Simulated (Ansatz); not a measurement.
Cost and result for the atomization energy of AlBrH₂S₂ (`[SH][Al]([SH])[Br]`) (6 atoms, 5 bonds).

```xyz
6

S     0.748    1.686   -0.625
Al    0.184   -0.408   -0.544
S    -0.904   -1.341    1.086
Br    0.771   -1.706   -2.274
H     0.182    1.971    0.560
H    -0.980   -0.202    1.797
```

The species carries charge 0 and has multiplicity 1. Correlated methods include outer-core shells of Br, which these sets cover unevenly. Scalar relativity is left out up to krypton. The geometry is a stationary point of PBE0-D4/def2-TZVP. It is one conformer, not always the lowest. Program: Ansatz. All runs use 2 threads of a server CPU on a shared host. Times are those of one run each, without the atoms' runs, and a repeat can differ threefold. Electronic energies, without spin–orbit coupling; frozen cores. CCSD(T)/CBS adds CCSD(T) − MP2 in def2-TZVPP to the MP2 limit, and its time is that of the two runs behind it. T1 = 0.009. With those shells the extrapolation isn't a true limit. HSE06 is the plane-wave form, built on full-range PBE exchange.

CCSD(T)/CBS is a level of theory with its own doubt, some kJ/mol a heavy atom from the limit and from the frozen cores, so smaller differences don't rank the functionals.

```
                             level  functions  wall time  atomization (kcal/mol)  difference from CCSD(T)/CBS  per bond
            LDA (SPW92)/def2-TZVPP        202      1.5 s                   484.6                         53.5      10.7
                BLYP-D4/def2-TZVPP        202      2.6 s                   416.9                        -14.2      -2.9
   PBE-D4/def2-TZVPP (with forces)        202      3.1 s                   430.5                         -0.6      -0.1
                  CCSD(T)/def2-SVP         96      3.8 s                   390.9                        -40.2      -8.0
               HSE06-D4/def2-TZVPP        202        5 s                   426.5                         -4.6      -0.9
r2SCAN-D4/def2-TZVPP (with forces)        202        7 s                   433.6                          2.5       0.5
                 B2PLYP/def2-TZVPP        202        7 s                   416.9                        -14.2      -2.8
             r2SCANh-D4/def2-TZVPP        202      8.5 s                   430.6                         -0.5      -0.1
                ωB97X-V/def2-TZVPP        202       12 s                   430.8                         -0.3      -0.1
                 B97M-V/def2-TZVPP        202       13 s                   435.4                          4.3       0.8
                    MP2/def2-QZVPP        359       21 s                   434.6                          3.5       0.7
                CCSD(T)/def2-TZVPP        202       96 s                   414.3                        -16.8      -3.4
                 CCSD(T)/CBS(def2)          –      120 s                   431.1                          0.0       0.0
```

From BLYP to BHLYP (50 % exact exchange), in def2-TZVPP and without D4, the atomization energy moves by −2.0 kcal/mol: exact exchange takes away binding that semilocal exchange gives to molecules. Leaving LDA and LC-ωPBE aside and taking each functional with its dispersion term where it has one, the values, not all of them listed here, spread over 22.9 kcal/mol, from BHLYP-D4 to B97M-V. LDA lies +58.6 kcal/mol from PBE without D4, its usual overbinding. At CCSD(T), def2-SVP lies −40.2 kcal/mol from the extrapolated value and def2-TZVPP −16.8 kcal/mol: correlation converges slowly with the basis, and small sets miss more of it in the bonded molecule than in its fragments.
